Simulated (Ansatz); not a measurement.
`[CH2]1[CH2][GeH2]1`, relaxed with RKS PBE0-D4/def2-TZVP in the Gaussian-basis code of Ansatz from a PBE-D4/def2-SVP geometry. The force threshold is 0.005 eV/Å; the program also tests the step.

The species carries charge 0 and has multiplicity 1.

Start:

```xyz
9

C    -0.587   -0.309   -0.736
C     0.806   -0.557   -0.149
Ge   -0.205    0.813    0.832
H    -0.643    0.193   -1.716
H    -1.337   -1.108   -0.618
H     0.979   -1.519    0.360
H     1.674   -0.224   -0.743
H     0.151    2.288    0.595
H    -0.837    0.423    2.175
```

```tsv
step	energy (eV)	largest force (eV/Å)	largest move (Å)
1	-58679.7350	0.604	0.000
2	-58679.7670	0.181	0.020
3	-58679.7699	0.014	0.010
4	-58679.7701	0.006	0.003
5	-58679.7701	0.001	0.000
```

End:

```xyz
9

C    -0.585   -0.304   -0.728
C     0.801   -0.550   -0.145
Ge   -0.203    0.803    0.821
H    -0.633    0.181   -1.697
H    -1.316   -1.098   -0.614
H     0.967   -1.503    0.347
H     1.649   -0.223   -0.736
H     0.151    2.267    0.597
H    -0.831    0.426    2.156
```

Run time 20 s (2 threads of an Arm Neoverse V1 on a shared host); peak host memory 0.31 GiB.
